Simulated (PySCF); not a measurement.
Heteronuclear NMR

Numbering as in the mapped SMILES `[CH2:1]=[N:2][SiH2:3][O:4][Si@H:5]1[CH:6]=[CH:7][SiH2:8][NH:9]1`. Hydrogens are named by the atom that carries them. Ha(Si8) is cis to O4 on the ring; Ha(C1) is cis to Si3; Ha(Si3) is pro-R; Hb(Si3) is pro-S; Hb(Si8) is trans to O4 on the ring; Hb(C1) is trans to Si3.

[PySCF 2.14: GFN2-xTB geometry; σ from GIAO-PBE0/pcSseg-1; no solvent model; no relativistic terms; single conformer]

Question: Where does 29Si resonate?

Answer: 
```csv
atoms,environment,σ (ppm),δ (ppm)
Si5,"silicon bonded to C, N, O, H, in a 5-membered ring",378.7,-31.3
Si8,"silicon bonded to C, N, 2 H, in a 5-membered ring",386.3,-37.6
Si3,"silicon bonded to N, O, 2 H",392.6,-42.7
```

Shieldings were converted by a linear fit to measured shifts: 29Si (scatter 8.9 ppm rms, 25.8 ppm with the 6 outliers that the fit left out vs TMS, solution or neat liquid). Occasional misses reach two or three times the rms, and more in compound classes unlike the fitted ones.

On a 300 MHz spectrometer 29Si resonates near 59.6 MHz, so 1 ppm is 59.6 Hz.

Question: Where does 15N resonate?

Answer: 
```csv
atoms,environment,σ (ppm),δ (ppm)
N2,imine nitrogen,-157.8,-2.7
N9,"nitrogen bonded to 2 Si, H, in a 5-membered ring",239.6,-368.8
```

Shieldings were converted by a linear fit to measured shifts: 15N (scatter 6.3 ppm rms vs CH3NO2, solution or neat liquid). A few per cent of atoms miss by over 2 rms, more outside the fitted compound classes.

On a 600 MHz spectrometer 15N resonates near 60.8 MHz, so 1 ppm is 60.8 Hz.

Question: What are the 17O shifts?

Answer: 
```tsv
atoms	environment	σ (ppm)	δ (ppm)
O4	oxygen bonded to 2 Si	243.7	44.7
```

Shieldings were converted by a linear fit to measured shifts: 17O (scatter 10.7 ppm rms, 12.2 ppm with the 3 outliers that the fit left out vs liquid water, solution or neat liquid). A few per cent of atoms miss by over 2 rms, more outside the fitted compound classes.

On a 600 MHz spectrometer 17O resonates near 81.3 MHz, so 1 ppm is 81.3 Hz.
